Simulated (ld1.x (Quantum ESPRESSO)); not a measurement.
**titanium: one change to a TM potential, before and after**

ld1.x (Quantum ESPRESSO) 7.5 input, shortened:

```
&input
   title='Ti', zed=22., rel=1, dft='PBE', iswitch=3,
   config='[Ar] 3d2 4s2 4p0'
 /
 &inputp
   pseudotype=2, tm=.true., lloc=2,
   nlcc=.true., new_core_ps=.true., rcore=0.95
 /
3
4S  1  0   2.00   0.00  3.00  3.00  0.0
3P  2  1   6.00   0.00  1.30  1.30  0.0
3D  3  2   2.00   0.00  2.35  2.35  0.0
 &test
   configts(1)='3p6 3d2 4s2 4p0'
 /
```

Change: all radii but the core radius scaled by about 1.15 (s 3.44, p 1.48, d 2.70 bohr).

Cutoffs: the cutoffs (Ry, on a coarse ladder) from which the occupation-weighted sum of valence levels, in a spherical-Bessel basis at the reference potential, stays within 10 and 1 mRy of its value at 400 Ry; they do not see the model core or the augmentation charge, which bear on the density cutoff. Errors are all-electron minus pseudo energies relative to the spin-unpolarised reference configuration.

Task: How do hardness, ghosts and transferability respond?

Result: The potential gets neither clearly harder nor softer (45 Ry and 80 Ry → 40 Ry and 80 Ry); both files keep a bound ghost (s); of the 7 tests that both files solve, the error grows in 6 and shrinks in 1 by more than 15 % and 0.3 meV (median size 75.3 → 92.4 meV).

```csv
quantity,base,changed
"cutoff, loose",45 Ry,40 Ry
"cutoff, tight",80 Ry,80 Ry
loose cutoff by channel (10 mRy a level),"s 8 Ry, p 35 Ry, d 40 Ry","s 10 Ry, p 35 Ry, d 35 Ry"
bound ghosts,s,s
"error for 3p6 3d2 4s1 4p0, meV [ΔE 7.35 eV]",-2.6,-5.5
"error for 3p6 3d2 4s0 4p0, meV [ΔE 20.92 eV]",-26,-54
"error for 3p6 3d1 4s0 4p0, meV [ΔE 47.87 eV]",+117,+92
"error for 3p6 3d1 4s2 4p0, meV [ΔE 9.74 eV]",+75,+177
"error for 3p6 3d2 4s0 4p2, meV [ΔE 6.29 eV]",-518,-821
"error for 3p5 3d2 4s2 4p0, meV [ΔE 45.56 eV]",-373,-472
"error for 3p6 3d2.5 4s1.5 4p0, meV [ΔE 0.35 eV]",-5.4,+9.9
```

 A true bound ghost makes a file unfit for plane-wave use even where its test errors are small: the radial tests pick states by their node count and pass the ghost by.
